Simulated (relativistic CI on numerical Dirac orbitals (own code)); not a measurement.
## One change at a time: Hf XVIII

Base calculation: Dirac-Coulomb-Breit CI, separate exchange-only KLI orbitals for each configuration, QED by a radiative potential, unscaled Slater integrals.

Configurations in the expansion (outside the closed core [Ar] 3d10 4d10): 4s2.4p6.4f9, 4s2.4p6.4f8.5s, 4s2.4p6.4f7.5s.5p, 4s2.4p6.4f8.5p, 4s2.4p6.4f8.6s, 4s2.4p5.4f10, 4s2.4p6.4f7.5s2, 4s2.4p6.4f6.5s2.5p, 4s2.4p6.4f6.5s2.6s, 4p6.4f11, 4p5.4f12. Double excitations out of closed p, d and f shells are left out; levels of such configurations are missing from the list, as are those of other unlisted configurations, and high levels can miss mixing partners.

Variants: (1) one mean potential for all configurations; (2) only the first configuration. Shifts of the energy above 4s2.4p6.4f9 6H°_15/2, in cm⁻¹, for the lowest level and the first level of each name with at least 55 % of one term (blank where a level changes its place among those of its configuration and J or its character, or is not in the variant):

| Level | Base | Δ(1) | Δ(2) |
| --- | --- | --- | --- |
| 4s2.4p6.4f9 6H°_15/2 | 0.0 | 0.0 | 0.0 |
| 4s2.4p6.4f9 6H°_13/2 | 9532.5 | -327.5 | -30.8 |
| 4s2.4p6.4f9 6H°_11/2 | 14615.8 | -240.0 | +158.0 |
| 4s2.4p6.4f9 6F°_11/2 | 17984.6 | -154.6 | +320.9 |
| 4s2.4p6.4f9 6H°_7/2 | 22995.7 | -478.5 | +160.0 |
| 4s2.4p6.4f9 6F°_7/2 | 25230.1 | -161.5 | +531.1 |
| 4s2.4p6.4f9 6H°_5/2 | 25690.6 | -545.7 | +156.2 |
| 4s2.4p6.4f9 6F°_5/2 | 29034.6 | -257.2 | +451.6 |
| 4s2.4p6.4f9 6F°_3/2 | 30132.4 | -88.8 | +479.6 |
| 4s2.4p6.4f9 6F°_1/2 | 31972.7 | -236.2 | +398.4 |
| 4s2.4p6.4f9 4G°_11/2 | 43640.1 | +360.6 | +1367.3 |
| 4s2.4p6.4f9 4M°_21/2 | 44001.6 | +376.9 | +151.8 |
| 4s2.4p6.4f9 4I°_13/2 | 47942.6 | +338.4 | +589.8 |
| 4s2.4p6.4f9 4I°_11/2 | 53117.5 | +312.3 | +816.5 |
| 4s2.4p6.4f8.5s 8F_13/2 | 54074.5 | -12294.3 |  |
| 4s2.4p6.4f9 4M°_17/2 | 56990.6 | +61.6 | +289.9 |
| 4s2.4p6.4f9 4I°_9/2 | 57129.3 | +290.4 | +796.8 |
| 4s2.4p6.4f8.5s 8F_11/2 | 60034.1 | -12298.9 |  |
| 4s2.4p6.4f9 4H°_13/2 | 62993.3 | +438.4 | +861.4 |
| 4s2.4p6.4f8.5s 8F_9/2 | 63373.8 | -12297.1 |  |
| 4s2.4p6.4f9 4H°_11/2 | 65103.0 | +521.4 | +949.4 |
| 4s2.4p6.4f9 4L°_17/2 | 65419.5 | +229.6 | +277.3 |

At this charge transitions that keep the count of f electrons are usually good to a few per cent. Terms inside the open d or f shell come out 10 to 20 % too wide with unscaled integrals. Levels that differ in their count of f electrons can be misplaced by several ten thousand cm⁻¹, since the correlation energy of f electrons is missing or only estimated; rates across such gaps can be off by orders of magnitude.

Ionisation energy from one configuration of each of the two ions, the ground ones as tabulated or assumed: base 410.526 eV. The NIST ASD value (theoretical) is 440 ± 22 eV. The gap of more than 2 % comes from missing correlation, or from a tabulated value that is itself an estimate.

LS names give the leading component of a level, which can be under half, so a name can repeat, a term be missing and a line seem to break the LS rules.
